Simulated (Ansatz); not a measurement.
Reaction (ligand exchange at the Si–N bond): `N[SiH2]N[SiH2]Cl` + H–F → `F[SiH2]N[SiH2]Cl` + NH₃

Gas-phase electronic energies from Ansatz, PBE0-D4/def2-TZVP geometries. CBS: MP2 limit from def2 TZ/QZ plus the TZ coupled-cluster correction, frozen cores. This one scheme is used for every species. DFT in def2-TZVPP. One conformer a species, not always the lowest.

```csv
level,ΔE (kJ/mol)
PBE-D4,-83.1
PBE0-D4,-82.2
MP2/def2-QZVPP,-84.5
CCSD/CBS(def2),-87.4
```

Problem. What does CCSD(T)/CBS give? (Best estimate.)

Solution. Computed: -85.8 kJ/mol. The listed levels differ from it by 2.7, 3.6, 1.3, -1.6 kJ/mol.

Largest T1 diagnostic among the species: 0.011.

In def2-TZVPP, CCSD(T) changes the Hartree–Fock value by +13.2 kJ/mol (the triples alone add +1.6 kJ/mol) and MP2 by +15.5 kJ/mol. The D4 term adds +6.8 kJ/mol with B3LYP and +3.8 kJ/mol with PBE0; it sums over pairs of atoms, weighted by their polarisabilities, and B3LYP, whose exchange is more repulsive, gets the larger term.

B3LYP here is the variant with VWN-RPA as its local correlation; programs differ in this.
